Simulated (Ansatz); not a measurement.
```xyz
2

C     0.0000    0.0000    0.0000
H     0.0000    0.0000    1.9260
```

Basis set: pcseg-2 (spherical functions). Charge 0, multiplicity 2.

Computed with Ansatz (development build ahead of 0.2.0); each method stands on the lowest determinant of its kind that the runs found.

**Question.** Give the atomization energy at this shape (free ground-state atoms in the same class of orbitals less the molecule, no zero-point energy) of doublet CH by PBE0 (unrestricted), UHF, ROHF.

**Answer.**

| method | atomization energy |
| --- | --- |
| PBE0 (unrestricted) | 94.3 kJ/mol |
| UHF | 19.4 kJ/mol |
| ROHF | -68.1 kJ/mol |

Caution: the shape is not the minimum. Caution for PBE0 (unrestricted), UHF: the unrestricted determinant is spin contaminated. Caution for ROHF: an unrestricted determinant lies well below.
